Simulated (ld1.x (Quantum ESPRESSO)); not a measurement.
Varying the TM potential for Bi

Base potential:

ld1.x (Quantum ESPRESSO) 7.5 input, shortened:

```
&input
   title='Bi', zed=83., rel=1, dft='PBE', iswitch=3,
   config='[Xe] 4f14 5d10 6s2 6p2.5'
 /
 &inputp
   pseudotype=2, tm=.true., lloc=-1, rcloc=2.60,
   nlcc=.true.
 /
3
6S  1  0   2.00   0.00  1.95  1.95  0.0
6P  2  1   2.50   0.00  2.60  2.60  0.0
5D  3  2  10.00   0.00  1.05  1.05  0.0
 &test
   configts(1)='5d10 6s2 6p2.5'
 /
```

All-electron outer shells of the reference configuration (PBE, scalar-relativistic, ld1.x):

```csv
shell,level (eV),outermost node (bohr),outermost maximum (bohr)
4f,-156.48,–,0.34
5p,-99.74,0.48,0.86
5d,-30.95,0.51,1.03
6s,-18.15,0.98,1.86
6p,-7.87,1.14,2.41
```

Cutoffs, loose and tight: the cutoffs (Ry, on a coarse ladder) from which the occupation-weighted sum of valence levels, in a spherical-Bessel basis at the reference potential, stays within 10 and 1 mRy of its value at 400 Ry. They do not see the model core or the augmentation charge, which bear on the density cutoff. Test errors are all-electron minus pseudo excitation energies from the reference, over the configurations 5d10 6s2 6p3; 5d10 6s2 6p2; 5d10 6s2 6p1; 5d10 6s2 6p3.3; 5d10 6s1 6p0; 5d10 6s2 6p0; 5d10 6s1 6p4. A dash means not determined; rows that change the core or the reference have their own tests. The largest error is taken over the tests solved by every variant that gives reliable tests at all: 5d10 6s1 6p4; 5d10 6s2 6p0; 5d10 6s2 6p1; 5d10 6s2 6p2.

A true bound ghost makes a file unfit for plane-wave use even where its test errors are small: the radial tests pick states by their node count and pass the ghost by. Where a test does run into it, the solver fails or the error is huge.

```tsv
change	outcome	cutoff, loose	cutoff, tight	bound ghosts	largest test error (meV)
base	generated	80 Ry	160 Ry	none	-39
all radii but the core radius scaled by about 0.77 (s 1.50, p 2.00, d 0.82 bohr); local potential all-electron potential smoothed inside 2.00 bohr (lloc = -1)	generated	over 300 Ry	over 300 Ry	s	-177
all radii but the core radius scaled by about 0.84 (s 1.62, p 2.18, d 0.88 bohr); local potential all-electron potential smoothed inside 2.18 bohr (lloc = -1)	generated	230 Ry	over 300 Ry	none	-25
all radii but the core radius scaled by about 0.88 (s 1.72, p 2.28, d 0.92 bohr); local potential all-electron potential smoothed inside 2.28 bohr (lloc = -1)	generated	260 Ry	over 300 Ry	none	-30
all radii but the core radius scaled by about 1.10 (s 2.14, p 2.84, d 1.16 bohr); local potential all-electron potential smoothed inside 2.84 bohr (lloc = -1)	generated	90 Ry	120 Ry	none	-61
all radii but the core radius scaled by about 1.19 (s 2.32, p 3.08, d 1.24 bohr); local potential all-electron potential smoothed inside 3.08 bohr (lloc = -1)	generated	90 Ry	110 Ry	none	-94
all radii but the core radius scaled by about 1.25 (s 2.44, p 3.26, d 1.32 bohr); local potential all-electron potential smoothed inside 3.26 bohr (lloc = -1)	generated	80 Ry	100 Ry	none	-128
all radii but the core radius scaled by about 1.33 (s 2.60, p 3.46, d 1.40 bohr); local potential all-electron potential smoothed inside 3.46 bohr (lloc = -1)	generated	55 Ry	100 Ry	none	-176
all radii but the core radius scaled by about 1.37 (s 2.68, p 3.56, d 1.44 bohr); local potential all-electron potential smoothed inside 3.56 bohr (lloc = -1)	generated	55 Ry	100 Ry	s	-258
```

Reading the sweep of the scale of all radii but the core radius (base = 1) (base included, trends over the rows without a ghost): The loose cutoff is not monotonic: lowest 55 Ry at 1.33, highest 260 Ry at 0.88. The median size of the test errors (rows with all tests solved) is not monotonic: lowest 2.9 meV at 1.19, highest 7.7 meV at 0.88. Bound ghosts are found at 0.77, 1.37.
